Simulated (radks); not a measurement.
Values are calculated unless marked as measured or tabulated.
Isoelectronic series with 42 electrons, each ion in its NIST ground configuration. Level of theory: scalar-relativistic Kohn-Sham, PBEsol, spin-unpolarised, spherical densities, finite nucleus; Fermi nuclear charge, rms radius of each element as measured or else 0.836 A^(1/3) + 0.57 fm (a radial shooting solver on a logarithmic mesh with Libxc functionals). Total energies (hartree) and orbital eigenvalues (eV) (* marks an orbital that is empty in some or all of the ions):

ion,configuration,E (hartree),4d,5s*
Mo,[Kr] 4d5 5s1,-4046.38051,-3.7693,-4.1191
Tc+,[Kr] 4d5 5s1,-4282.97755,-14.1163,-11.4305
Ru2+,[Kr] 4d6,-4527.42231,-24.1294,-18.9849
Rh3+,[Kr] 4d6,-4779.45692,-39.4941,-29.5598
Pd4+,[Kr] 4d6,-5039.16017,-57.2396,-41.6844
Ag5+,[Kr] 4d6,-5306.55265,-77.1763,-55.2530
Cd6+,[Kr] 4d6,-5581.65641,-99.1886,-70.2013
In7+,[Kr] 4d6,-5864.50664,-123.2004,-86.4868
Sn8+,[Kr] 4d6,-6155.13251,-149.1580,-104.0806
Sb9+,[Kr] 4d6,-6453.57260,-177.0226,-122.9619
Te10+,[Kr] 4d6,-6759.86282,-206.7646,-143.1159
I11+,[Kr] 4d6,-7074.05162,-238.3611,-164.5323
Xe12+,[Kr] 4d6,-7396.17594,-271.7941,-187.2033
Cs13+,[Kr] 4d6,-7726.2858,-307.0491,-211.1240
Ba14+,[Kr] 4d6,-8064.4254,-344.1144,-236.2912
La15+,[Kr] 4d6,-8410.6486,-382.9805,-262.7033
Ce16+,[Kr] 4d6,-8765.0046,-423.6394,-290.3600
Pr17+,[Kr] 4d6,-9127.5491,-466.0848,-319.2621
Nd18+,[Kr] 4d6,-9498.3362,-510.3113,-349.4113

4d drops below 5s between Mo and Tc+.
